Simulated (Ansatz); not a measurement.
C2H10BNSi can be A, `BN[SiH](C)C`, or B, `CBNC[SiH3]`.

Program: Ansatz. Geometries: PBE0-D4/def2-TZVP. ΔE: electronic, gas phase. CCSD(T)/CBS is the MP2 limit (def2-TZVPP, def2-QZVPP) plus CCSD(T) − MP2 in def2-TZVPP, frozen cores. Functionals use def2-TZVPP. B3LYP here is the variant with VWN-RPA as its local correlation; programs differ in this. One conformer a species, not always the lowest.

Task: Which is lower in electronic energy at CCSD(T)/CBS, and by how much? (Best estimate.)

Result: The calculation gave: A, by 32.5 kcal/mol.

Task: Give E(B) − E(A) in kcal/mol with HF/def2-TZVPP, B2PLYP, PBE-D4, MP2/def2-TZVPP, B3LYP, CCSD/def2-TZVPP, PBE0-D4. (An estimate is asked.)

Result: Computed: HF/def2-TZVPP 32.2, B2PLYP 31.5, PBE-D4 28.7, MP2/def2-TZVPP 33.5, B3LYP 29.9, CCSD/def2-TZVPP 31.8, PBE0-D4 30.2. None reverses the order clearly.

Largest T1 diagnostic: 0.012.

From PBE to PBE0 (25 % exact exchange), in def2-TZVPP and without D4, E(B) − E(A) moves by +1.5 kcal/mol. The D4 term adds +1.0 kcal/mol with B3LYP and +0.6 kcal/mol with PBE0; it sums over pairs of atoms, weighted by their polarisabilities, and B3LYP, whose exchange is more repulsive, gets the larger term.
